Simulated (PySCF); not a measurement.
Isomers C3H12N2OSi:

A. `[SiH](OCCC)(N)N`
B. `CCO[Si](C)(N)N`
C. `CC(C)[Si](N)(N)O`

Spectrum 1. 1H NMR (500 MHz, computed): δ 5.22 (s, 1H), 3.83 (t, 2H), 1.53 (m, 2H), 1.14 (t, 3H), 0.44 (br s, 4H). 13C{1H} NMR (computed): δ 65.6 (CH2), 30.1 (CH2), 13.0 (CH3).

Spectrum 2. 1H NMR (500 MHz, computed): δ 1.73 (br s, 1H), 1.03 (d, 6H), 0.58 (sept, 1H), 0.36 (br s, 4H). 13C{1H} NMR (computed): δ 19.9 (CH3), 18.0 (CH).

Spectrum 3. 1H NMR (500 MHz, computed): δ 4.12 (q, 2H), 1.40 (t, 3H), 0.38 (br s, 4H), -0.13 (s, 3H). 13C{1H} NMR (computed): δ 62.0 (CH2), 21.0 (CH3), 0.2 (CH3).

PySCF 2.14.0 with density-fitted response routines calculation with σ from GIAO-PBE0/pcSseg-1 and GFN2-xTB structure; non-relativistic, isolated molecule, single conformer, averaged over atoms made equivalent by symmetry, fast rotation or ring inversion.

Shifts are taken against calculated references (same method and geometry level): 1H and 13C vs TMS. Where no couplings were computed, multiplicities follow the n + 1 count of equivalent neighbours, and m marks all less simple cases (inequivalent or close neighbours, rings, F or P nearby). Shifts are as computed. Against solution values, carbons near 30 ppm lie about +3 ppm off and those near 130 ppm about +5 ppm. Of 1211 compounds with measured shifts, 218 miss one by over three times the rms of a fit or turn the order of signals round; such compounds aren't used in these exercises. OH and NH positions are gas-phase values without hydrogen bonding to other molecules.

Task: Which spectrum belongs to which compound?

Result: 1–A, 2–C, 3–B.

- Spectrum 1 (A): 3 13C signals; δC 65.6 is an sp3 CH2 bonded to O; δC 30.1 is an sp3 CH2.
- Spectrum 2 (C): 2 13C signals; δC 19.9 is a methyl carbon; δH 1.73 is the hydrogen on an oxygen bonded to Si.
- Spectrum 3 (B): 3 13C signals; δC 62.0 is an sp3 CH2 bonded to O; δC 21.0 is a methyl carbon.
